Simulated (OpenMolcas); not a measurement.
Pt2+ (d8) in a complex was computed by SS-CASPT2, IPEA 0.25 Eh, imaginary shift 0.1 Eh with the d shell active (OpenMolcas, ANO-RCC-VDZP on the metal). Its lowest spin-free states, and all those of the highest spin:

```csv
2S+1,Degeneracy,E (cm-1)
1,1,0
3,1,2230
1,1,8150
3,2,10870
3,1,13970
1,1,19570
1,2,19590
3,1,24410
3,2,29030
1,1,30250
1,1,35390
3,2,36120
3,1,37060
```

Question: Is the site octahedral, tetrahedral or cube-like, axial, or of lower symmetry?

Answer: The states with 2S+1 = 3 have orbital degeneracies 1, 2, 1, 1, 2, 2, 1. There are pairs but no triples, so the site is axial: not cubic, but with a proper or improper axis of order three or more. The run had Pt2+ with 5 ligands (fluoride) in square pyramidal coordination (C4v) at 2.04 Å, the axial distance 2.034 Å. A charge of +0.6 e stands 2.8 Å behind each ligand. Ligand basis ANO-RCC-VDZP.

Over all roots computed the reference weight is 0.71 to 0.73; a low but even weight reflects the number of correlated electrons. Real 4d8 and 5d8 ions are as a rule square planar and diamagnetic. This shell can be high or low spin here, a state of another spin lies low, and with metal d orbitals alone active their balance is uncertain, so the ground spin may be wrong, although the usual error favours high spin. The least metal-like active orbital is 80 % on the metal (Löwdin) and no ligand orbital is active, so the numbers are rough. Ligand-to-metal charge-transfer states are missing. With no ligand orbital active B as a rule stays too high, so bands that hang on it stand too high and its fall with covalency is understated. No measured value stands beside these numbers; the geometry was imposed, not optimised, and the real ion may take another.
